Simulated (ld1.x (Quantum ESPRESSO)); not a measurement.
## Bi: excitation energies, all-electron against TM semilocal

* Element: Bi
* Generator: ld1.x (Quantum ESPRESSO) 7.5
* Type: norm-conserving Troullier–Martins (semilocal form)
* Functional: PBE
* Relativity: scalar-relativistic
* Frozen core: [Xe] 4f14 5d10
* Valence charge: 5
* Reference configuration: 6s2 6p2.5 (charge +0.5)
* Partial waves: 6s (bound): rc 1.90 bohr; 6p (bound): rc 1.80 bohr; 6d channel at -0.15 Ry: rc 1.70 bohr
* Local potential: the d channel
* Core correction: none

Energies are relative to the spin-unpolarised reference configuration 6s2 6p2.5; without spin polarisation the order of configurations can differ from experiment.

(1) Give the all-electron excitation energy and the error of the potential for: 6s2 6p3; 6s2 6p2; 6s2 6p1; 6s2 6p0; 6s1 6p4; 6s2 6p3.3; 6s1 6p0.

Answers

(1)

```
valence configuration  charge  ΔE all-electron (eV)  error AE − PS (meV)
              6s2 6p3       0                -3.097                 +2.9
              6s2 6p2      +1                 4.816                 -0.4
              6s2 6p1      +2                20.063                  +14
              6s2 6p0      +3                43.405                 +118
              6s1 6p4       0                 6.985                  +63
            6s2 6p3.3    -0.3                -4.191                 +5.5
              6s1 6p0      +4                88.811                 +215
```
